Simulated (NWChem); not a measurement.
System: C2H5ClGe; SMILES C=[CH][GeH2][Cl]

NWChem input:

```
start job
memory heap 200 mb stack 900 mb global 1100 mb
geometry units angstroms noautosym nocenter noautoz
  Ge    -0.737600    -0.055551     0.000000
  Cl     0.915041    -1.464746     0.000000
  C      0.022256     1.722246     0.000000
  C      1.335637     1.959392     0.000000
  H     -1.567656    -0.339159     1.262247
  H     -1.567656    -0.339159    -1.262247
  H     -0.681827     2.564520     0.000000
  H      1.736088     2.979189     0.000000
  H      2.063725     1.140726     0.000000
end
basis spherical
  * library pcsseg-1
end
dft
  xc kt2
  iterations 150
end
property
  shielding 8 1 2 3 4 5 7 8 9
end
task dft property
```

Coordinates come from a PBE0/def2-SVP optimisation.

GIAO values for the isolated, static molecule; σ is the absolute isotropic shielding, δ = σ(reference) − σ with the isolated reference molecule computed at the same levels (13C: tetramethylsilane, 1H: tetramethylsilane).

Atoms are numbered as in the input.

Problem. Predict the main results of this run. (KT2/pcSseg-1, GIAO.) Quantities: σ Ge1 (ppm); δ C3 (ppm); δ C4 (ppm); δ H5 (ppm); δ H7 (ppm); δ H8 (ppm); δ H9 (ppm).

Solution. The σ Ge1 (ppm) is 1363.4 and the δ C3 (ppm) is 128.0. The δ C4 (ppm) comes out as 134.4. The δ H5 (ppm) is 5.56. The δ H7 (ppm) comes out as 6.06, the δ H8 (ppm) comes out as 6.41 and the δ H9 (ppm) is 6.32.
